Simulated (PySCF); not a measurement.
The numbers below are computed, except where a source is named.
# Si2H5O2(-)

Si2H5O2(-) is a small molecule, charge -1, singlet. The structure, one conformer, was relaxed in the gas phase by PBE0-D3(BJ)/def2-SVP. No frequency run checks that it is a minimum.

SMILES: O[SiH2]O[SiH2] (charge -1)

```tsv
atom	x (Å)	y (Å)	z (Å)
O1	-2.285	0.454	-0.109
Si2	-0.743	-0.211	-0.304
O3	0.286	0.745	0.501
Si4	2.081	0.561	0.648
H5	-2.173	1.243	0.433
H6	-0.488	-0.297	-1.784
H7	-0.810	-1.624	0.209
H8	2.366	0.288	-0.868
H9	2.088	-0.976	0.950
```

Shieldings: GIAO PBE0/aug-pcSseg-2.  Core levels by delta-SCF with SCAN, aug-pcX-2 on the ionised atom and aug-pcseg-1 elsewhere, spin-free X2C (2p3/2 is the spin-free 2p value less a third of a first-order spin-orbit splitting); from the vacuum level, for chosen atoms.

(1) Give the shieldings and core levels atom by atom.

(2) Which of Si2, Si4 holds its core electrons tightest, and by how much against the loosest?

(3) By CAM-B3LYP/def2-SVPD (TDDFT singlets, Tamm-Dancoff triplets, ionisation by delta-SCF), where does absorption start, and what does vertical ionisation take?

## Answers

(1) 
```json
{"atoms": "O1", "bonded to": "1 Si + 1 H", "σ (ppm)": "270.7", "δ (ppm)": "-", "core level (eV)": "1s 534.47"}
{"atoms": "Si2", "bonded to": "2 O + 2 H", "σ (ppm)": "373.9", "δ (ppm)": "-", "core level (eV)": "2p3/2 103.23"}
{"atoms": "O3", "bonded to": "2 Si", "σ (ppm)": "298.9", "δ (ppm)": "-", "core level (eV)": "1s 532.35"}
{"atoms": "Si4", "bonded to": "1 O + 2 H", "σ (ppm)": "371.6", "δ (ppm)": "-", "core level (eV)": "2p3/2 100.72"}
{"atoms": "H5", "bonded to": "1 O", "σ (ppm)": "31.30", "δ (ppm)": "-", "core level (eV)": "-"}
{"atoms": "H6", "bonded to": "1 Si", "σ (ppm)": "26.60", "δ (ppm)": "-", "core level (eV)": "-"}
{"atoms": "H7", "bonded to": "1 Si", "σ (ppm)": "26.59", "δ (ppm)": "-", "core level (eV)": "-"}
{"atoms": "H8", "bonded to": "1 Si", "σ (ppm)": "25.17", "δ (ppm)": "-", "core level (eV)": "-"}
{"atoms": "H9", "bonded to": "1 Si", "σ (ppm)": "25.17", "δ (ppm)": "-", "core level (eV)": "-"}
```

Values are those of this one static structure; atoms that internal rotation interchanges would show their mean in an NMR spectrum.

The core-hole state of O1 is spin-contaminated (⟨S²⟩ 0.79 against 0.75 for a pure doublet), so that value and differences from it are less sure.

(2) Si2 (bonded to 2 O + 2 H), by 2.51 eV over Si4 (bonded to 1 O + 2 H).

(3) The lowest singlet lies at 3.81 eV (f 0.030), the strongest of the first 6 at 5.43 eV (f 0.162), the lowest triplet at 3.17 eV; vertical ionisation takes 2.46 eV.

Excited states of gas-phase anions may lie above the detachment limit and hang on the basis.
